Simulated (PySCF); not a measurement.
## Ho⁴²⁺: ionisation energy

Ho⁴²⁺ [Ar] 3d7 [3d3/2^4 3d5/2^3, M_J = 9/2] → Ho⁴³⁺ [Ar] 3d6 [3d3/2^4 3d5/2^2, M_J = 4], as a difference of total energies. Calculation: PySCF 2.14, in an uncontracted even-tempered set (16 s from 9.4 bohr⁻², ratio 2.8; 12 p from 12 bohr⁻², ratio 2.8; 8 d from 12 bohr⁻², ratio 2.8; 3 f from 44 bohr⁻², ratio 3); the two-component X2C-1e Hamiltonian. Correlated levels: [Ne] frozen; the 74 highest virtual spinors dropped. "Screened" scales the spin-orbit matrix elements by Boettger's factors to mimic the two-electron term; Breit and QED terms are absent.

```csv
method,ionisation energy (eV)
GHF (spin-free),3368.4
GMP2 (spin-free),3369.4
GHF (screened spin-orbit),3360.7
GMP2 (screened spin-orbit),3361.0
```

Breit and QED terms and the two-electron picture change are absent.

The spin-free rows relax to the high-spin LS determinant and lack the spin-orbit shift.

The labels give the starting determinants; with spin-orbit coupling the two ends relaxed to ⟨J²⟩ = 24.75, ⟨L²⟩ = 15.49, ⟨S²⟩ = 2.65 and ⟨J²⟩ = 20.01, ⟨L²⟩ = 11.87, ⟨S²⟩ = 3.20.

For comparison: 3359 ± 4 eV (theoretical estimate listed by NIST; NIST Atomic Spectra Database, ionization energies).
